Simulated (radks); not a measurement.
Numerical settings for neutral samarium, [Xe] 4f6 6s2. Calculated with a radial shooting solver on a logarithmic mesh with Libxc functionals: Dirac Kohn-Sham, PBE, spin-unpolarised, spherical densities, point nucleus; open shells fill j = l - 1/2 first. The defaults (mesh step 0.008 in ln r, mesh end at 40 bohr or more with all orbitals vanishing there, Anderson mixing 0.5 over 9 steps, residual threshold near 1e-9 with the energy settled to 1e-9 hartree or 1e-11 of itself, here a cap of 62 iterations) give E = -10434.5737 hartree and 4f5/2 at -2.563 eV in 15 iterations. Times are rough (one thread of a shared host). Changes against that run (0 stands for a change within the tolerance of the run):

setting,iterations,converged,E (mhartree),e(4f5/2) (meV),CPU (s)
mesh step in ln r 0.03,15,yes,+0.00184,0,0.04
mesh step in ln r 0.012,15,yes,0,0,0.09
mesh step in ln r 0.02,15,yes,0,0,0.06
mesh end (bohr) 3,13,level above zero,+4e+03,+2.19e+04,0.1
mesh end (bohr) 5,14,level above zero,+346,+4.5e+03,0.11
residual threshold 1e-13,21,yes,0,0,0.16
residual threshold 0.1,7,yes,+0.0272,+92.4,0.08
mixing 2.5,18,yes,0,0,0.16
"linear mixing, mixing 0.05",62,no,+0.145,-102,0.46
"linear mixing, mixing 1",62,no,+3.87e+05,+2.57e+03,2.1
mixing history 2,28,yes,0,0,0.2
iteration cap 8,8,no,0,-1.48,0.08

Settled on a wrong energy, with an occupied level pushed above zero by the early mesh end: mesh end (bohr) 3 (+4 hartree); mesh end (bohr) 5 (+0.346 hartree). Apart from these: no run marked as converged misses the energy by more than 1 mhartree. A mesh that ends early acts as a hard wall.
